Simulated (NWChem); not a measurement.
# C4H5FO; SMILES O=CC/C=C/F

```xyz
11

O     -0.6408     2.7173    -0.2233
C     -0.0730     1.8368     0.3853
C      0.7490     0.7285    -0.2646
C      0.4473    -0.6259     0.3101
C     -0.1277    -1.6090    -0.3992
F     -0.4094    -2.8091     0.1294
H     -0.1144     1.7820     1.5180
H      1.8189     0.9894    -0.0810
H      0.5799     0.7761    -1.3591
H      0.6824    -0.8216     1.3701
H     -0.4107    -1.5349    -1.4641
```
Atoms are numbered in this order, from 1.

All runs: NWChem. Pople sets run with spherical d functions. Structure relaxed at the PBE-D3(BJ)/def2-SVP level. Level: B3LYP/6-31G* with SMD (1 M gas to 1 M solution), gas-phase geometry.

Task: Among these, which solvent gives the lowest value of “dipole in solution (D)”?
A) water
B) anisole
C) 2-propanol
D) n-hexane

Result: D, n-hexane. Values: n-hexane 2.00; anisole 2.12; 2-propanol 2.41; water 2.54
